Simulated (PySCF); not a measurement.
Ni+: excitation energy

Ni+ [Ar] 3d9 (2D) → Ni+ [Ar] 3d8 4s1 (4F), as a difference of total energies. All numbers are calculated (PySCF 2.14, no relativity, point nucleus, in aug-cc-pVTZ with one added diffuse shell each of s, p, d, f, g type (9s8p6d4f3g, 118 functions)). Correlated levels: valence: [Ar] frozen. The calculations carry no spin-orbit coupling.

```tsv
method	excitation energy (eV)
UHF	-0.694
LDA	1.900
PBE	1.489
PBE0	1.133
r2SCAN	0.745
M06	1.831
r2SCANh	0.678
B3LYP	1.219
MP2 (valence)	1.802
SCS-MP2 (valence)	1.699
```

How much does correlation contribute at MP2 (valence)?

1.802 − (-0.694) = 2.496 eV, measured against UHF.

These non-relativistic numbers lack the scalar-relativistic shift.

Errors of the correlated levels include the incompleteness of this basis and the frozen core.

For comparison: 1.085 eV (measured; NIST levels, between the centres of gravity of the two terms).
